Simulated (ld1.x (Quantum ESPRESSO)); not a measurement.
Which change was made? (Zn, TM)

Zn (Z = 30), norm-conserving Troullier–Martins (Kleinman–Bylander form), made with ld1.x (Quantum ESPRESSO) 7.5 (PBE, scalar-relativistic). Core [Ar], reference 3d10 4s2 4p0. Waves: 4s (bound): rc 1.40 bohr; 4p (bound, empty): rc 2.30 bohr; 3d (bound): rc 1.05 bohr. Local part: all-electron potential smoothed inside 1.40 bohr (lloc = -2). Core correction: none.

Cutoffs, loose and tight: the cutoffs (Ry, on a coarse ladder) from which the occupation-weighted sum of valence levels, in a spherical-Bessel basis at the reference potential, stays within 10 and 1 mRy of its value at 400 Ry. They do not see the model core or the augmentation charge, which bear on the density cutoff. Test errors are all-electron minus pseudo excitation energies from the reference, over the configurations 3d10 4s1 4p0; 3d10 4s0 4p0; 3d9 4s0 4p0; 3d10 4s1 4p1; 3d10 4s0 4p2; 3d9 4s2 4p0; 3d8 4s0 4p0; variants that change the core or the reference have their own tests. The largest error is taken over the tests solved by every variant that gives reliable tests at all, those not shown here included: 3d10 4s0 4p0; 3d10 4s0 4p2; 3d10 4s1 4p0; 3d10 4s1 4p1; 3d8 4s0 4p0; 3d9 4s0 4p0.

The base gives: outcome: generated; cutoff, loose: 230 Ry; cutoff, tight: over 300 Ry; bound ghosts: none; largest test error (meV): -600.

(1) After one change the result is: outcome: generated; cutoff, loose: 300 Ry; cutoff, tight: over 300 Ry; bound ghosts: none; largest test error (meV): -649. Which change was it?
A. all radii scaled by about 1.19 (s 1.66, p 2.74, d 1.24 bohr); local potential all-electron potential smoothed inside 1.66 bohr (lloc = -2)
B. all radii scaled by about 0.77 (s 1.08, p 1.78, d 0.80 bohr); local potential all-electron potential smoothed inside 1.08 bohr (lloc = -2)
C. all radii scaled by about 0.84 (s 1.18, p 1.94, d 0.88 bohr); local potential all-electron potential smoothed inside 1.18 bohr (lloc = -2)

Results:

(1) C. The others give: all radii scaled by about 0.77 (s 1.08, p 1.78, d 0.80 bohr); local potential all-electron potential smoothed inside 1.08 bohr (lloc = -2) → outcome: generated; cutoff, loose: over 300 Ry; cutoff, tight: over 300 Ry; bound ghosts: s; largest test error (meV): -629 | all radii scaled by about 1.19 (s 1.66, p 2.74, d 1.24 bohr); local potential all-electron potential smoothed inside 1.66 bohr (lloc = -2) → outcome: generated; cutoff, loose: 180 Ry; cutoff, tight: 300 Ry; bound ghosts: none; largest test error (meV): -639.
